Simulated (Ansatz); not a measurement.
Start from `S[Si](Cl)(Cl)Cl` and change one element to get `Cl[Si](Cl)(Cl)[SeH]`.

Ansatz, PBE0-D4/def2-TZVP geometries, multiplicity 1. Each molecule was computed in one conformer, which needn't be the lowest.

Scalar relativity is left out up to krypton.

```json
{"property": "HOMO–LUMO gap (PBE/def2-TZVPP) / eV", "`S[Si](Cl)(Cl)Cl`": "5.36"}
{"property": "zero-point energy (PBE0-D4/def2-TZVP) / kJ/mol", "`S[Si](Cl)(Cl)Cl`": "40.5"}
{"property": "HOMO–LUMO gap (PBE0/def2-TZVPP) / eV", "`S[Si](Cl)(Cl)Cl`": "7.62"}
{"property": "size of the dipole moment (B3LYP/def2-TZVPP) / D", "`S[Si](Cl)(Cl)Cl`": "1.07"}
{"property": "ideal-gas entropy at 298 K and 1 bar (rigid rotor, harmonic PBE0-D4/def2-TZVP) / J/(mol·K)", "`S[Si](Cl)(Cl)Cl`": "366"}
{"property": "LUMO energy (ωB97M-V/def2-TZVPP) / eV", "`S[Si](Cl)(Cl)Cl`": "1.50"}
```

Problem. Give the same properties after the change, and the shifts. (Estimate.)

Solution. The calculation gave: 
```tsv
property	`Cl[Si](Cl)(Cl)[SeH]`	shift
HOMO–LUMO gap (PBE/def2-TZVPP) / eV	4.71	-0.65
zero-point energy (PBE0-D4/def2-TZVP) / kJ/mol	37.0	-3.5
HOMO–LUMO gap (PBE0/def2-TZVPP) / eV	6.82	-0.80
size of the dipole moment (B3LYP/def2-TZVPP) / D	1.01	-0.06
ideal-gas entropy at 298 K and 1 bar (rigid rotor, harmonic PBE0-D4/def2-TZVP) / J/(mol·K)	380	14
LUMO energy (ωB97M-V/def2-TZVPP) / eV	1.11	-0.39
```

With PBE0 the HOMO rises by 0.49 eV and the LUMO falls by 0.31 eV, so the gap narrows by about 0.80 eV. PBE moves the HOMO by 0.40 eV and ωB97M-V by 0.52 eV. Dipoles are sizes alone; their direction can turn.

B3LYP here is the variant with VWN-RPA as its local correlation; programs differ in this.

Spin–orbit coupling is left out; it splits and shifts lone-pair levels of the heavy atoms by tenths of an eV.
